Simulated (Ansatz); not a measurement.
`C[CH](C)[Al]([Cl])[Cl]` → `C[CH2][Al]([Cl])[Cl]` + `[CH2]` (triplet)  (formal loss of a carbene)

Calculated with Ansatz (gas phase, PBE0-D4/def2-TZVP geometries, no zero-point term in ΔE). CCSD(T)/CBS adds triple-zeta CCSD(T) − MP2 to the extrapolated MP2 energy (def2 sets, frozen cores). This one scheme is used for every species. Functionals use def2-TZVPP. B3LYP here is the variant with VWN-RPA as its local correlation; programs differ in this. Triplets are unrestricted, without spin–orbit coupling. One conformer a species, not always the lowest.

`C[CH](C)[Al]([Cl])[Cl]`:

Cartesian coordinates in Å:
```
C 0.619 0.072 1.343
C -0.201 -0.394 0.138
C -1.358 0.569 -0.137
Al 0.927 -0.594 -1.440
Cl 1.190 -2.409 -2.446
Cl 1.944 1.067 -2.211
H -0.025 0.198 2.221
H 1.406 -0.637 1.616
H 1.097 1.038 1.153
H -0.614 -1.386 0.357
H -2.012 0.222 -0.941
H -1.979 0.689 0.759
H -0.995 1.564 -0.411
```

`C[CH2][Al]([Cl])[Cl]`:

Cartesian coordinates in Å:
```
C -1.300 0.394 0.169
C -0.171 -0.634 0.184
Al 1.582 0.023 -0.324
Cl 1.896 2.018 -0.866
Cl 3.250 -1.238 -0.354
H -2.253 -0.054 0.463
H -1.435 0.832 -0.822
H -1.102 1.222 0.854
H -0.067 -1.087 1.178
H -0.401 -1.476 -0.481
```

`[CH2]` (triplet):

Z-matrix (Å, degrees):
```
C
H 1 1.079
H 1 1.079 2 134.9
```

Problem. Is it downhill or uphill in electronic energy at CCSD(T)/CBS, and by how much? (Estimate.)

Solution. The calculation gave: Uphill: ΔE = +101.8 kcal/mol.

Problem. What do these levels give: B97M-V, BLYP, B3LYP, CCSD(T)/def2-SVP, SCS-MP2/def2-TZVPP, MP2/def2-QZVPP? (An estimate is asked.)

Solution. Ansatz gave: B97M-V 101.3, BLYP 95.8, B3LYP 96.8, CCSD(T)/def2-SVP 98.6, SCS-MP2/def2-TZVPP 102.6, MP2/def2-QZVPP 104.1 kcal/mol.

Largest T1 diagnostic among the species: 0.011.

In def2-TZVPP, CCSD(T) changes the Hartree–Fock value by +34.1 kcal/mol (the triples alone add +2.9 kcal/mol) and MP2 by +37.4 kcal/mol. From PBE to PBE0 (25 % exact exchange), in def2-TZVPP and without D4, ΔE moves by −1.9 kcal/mol. The D4 term adds +3.1 kcal/mol with B3LYP and +1.7 kcal/mol with PBE0; it sums over pairs of atoms, weighted by their polarisabilities, and B3LYP, whose exchange is more repulsive, gets the larger term.
